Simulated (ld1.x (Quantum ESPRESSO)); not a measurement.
Transferability test, PAW potential for antimony

```json
{
  "Element": "antimony (Sb)",
  "Generator": "ld1.x (Quantum ESPRESSO) 7.5",
  "Type": "PAW",
  "Functional": "LDA (PZ)",
  "Relativity": "fully relativistic",
  "Frozen core": "[Kr]",
  "Valence charge": "15",
  "Reference configuration": "4d10 5s2 5p2 (charge +1)",
  "Partial waves": "5s (bound): rcut 1.50, rcutus 1.85 bohr; 5s channel at -1.15 Ry: rcut 1.50, rcutus 1.85 bohr; 5p (bound): rcut 1.75, rcutus 2.20 bohr; 5p channel at -0.4 Ry: rcut 1.75, rcutus 2.20 bohr; 4d (bound): rcut 1.15, rcutus 1.25 bohr; 4d channel at -1.45 Ry: rcut 1.15, rcutus 1.25 bohr",
  "Local potential": "all-electron potential smoothed inside 1.15 bohr (lloc = -2)",
  "Core correction": "Bessel-smoothed model core inside 0.65 bohr",
  "Augmentation charge": "PSQ, radius 1.10 bohr"
}
```

Open shells are filled in proportion to 2j + 1 (rel_dist='average').

Energies are relative to the spin-unpolarised reference configuration 4d10 5s2 5p2; without spin polarisation the order of configurations can differ from experiment.

Q: Give the all-electron excitation energy and the error of the potential for: 4d10 5s2 5p3; 4d10 5s2 5p1; 4d10 5s2 5p0; 4d10 5s1 5p4; 4d9 5s2 5p4; 4d10 5s0 5p5; 4d10 5s2 5p2.5.

A:

```csv
valence configuration,charge,ΔE all-electron (eV),error AE − PS (meV)
4d10 5s2 5p3,0,-8.538,0.0
4d10 5s2 5p1,+2,16.275,-0.4
4d10 5s2 5p0,+3,41.087,-3.2
4d10 5s1 5p4,0,-0.357,-0.1
4d9 5s2 5p4,0,22.421,-90
4d10 5s0 5p5,0,8.050,-0.7
4d10 5s2 5p2.5,+0.5,-5.175,0.0
```

Levels in the configuration 4d10 5s2 5p3:

| level | all-electron (eV) | pseudo (eV) |
| --- | --- | --- |
| 4d j=3/2 | -34.270 | -34.266 |
| 4d j=5/2 | -33.019 | -33.015 |
| 5s j=1/2 | -13.076 | -13.076 |
| 5p j=1/2 | -5.435 | -5.435 |
| 5p j=3/2 | -4.803 | -4.803 |

The ghost test of this file was not conclusive.
